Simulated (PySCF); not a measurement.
How the method moves the HOMO and LUMO of `FBC1=C(F)C1`

Species: C₃H₃BF₂.
Structure used (PBE0-D3(BJ)/def2-SVP), in Å, numbered top down from 1:
```
atom  x, y, z in Å
F1     2.4151    0.8080   -0.2401
B2     1.6968   -0.2836   -0.0306
C3     0.1750   -0.1811    0.0146
C4    -1.0249   -0.6702    0.1415
F5    -1.7612   -1.7222    0.3304
C6    -1.0734    0.7638   -0.0781
H7     2.2829   -1.3298    0.1191
H8    -1.2867    1.4457    0.7592
H9    -1.3670    1.1641   -1.0606
```

Basis pcSseg-2 throughout (PySCF), one geometry. One conformer (not necessarily the lowest) at the PBE0-D3(BJ)/def2-SVP geometry, without solvent, vibrations or thermal averaging.

**Question.** How do the orbital energies, the gap and the dipole change with the method?

**Answer.** 
```tsv
method	kind	HOMO (eV)	LUMO (eV)	gap (eV)	μ (D)	SCF cycles
BLYP	GGA	-6.56	-2.69	3.87	1.17	15
B97-D	GGA	-6.64	-2.67	3.97	1.14	16
OPBE	GGA	-6.66	-2.69	3.97	1.15	16
PBE	GGA	-6.69	-2.83	3.86	1.19	16
KT2	GGA	-6.71	-2.80	3.91	1.18	16
KT3	GGA	-6.74	-2.76	3.98	1.12	16
BP86	GGA	-6.77	-2.89	3.88	1.19	16
LDA	LDA	-6.86	-3.11	3.75	1.24	15
B3LYP	global hybrid	-7.63	-2.13	5.50	1.08	14
HF	Hartree–Fock	-10.36	1.63	11.99	0.92	12
```

The HOMO spans 3.80 eV, from BLYP down to HF, and the gap runs from 3.75 eV (LDA) to 11.99 eV (HF). Over the methods BLYP (0 %), B97-D (0 %), OPBE (0 %), PBE (0 %), KT2 (0 %), KT3 (0 %), BP86 (0 %), LDA (0 %), B3LYP (20 %), HF (100 %), a straight line through the gap against the share of exact exchange rises by 0.81 eV for each 10 % (correlation coefficient 1.000). The dipole ranges from 0.92 D (HF) to 1.24 D (LDA). This basis has no diffuse functions.
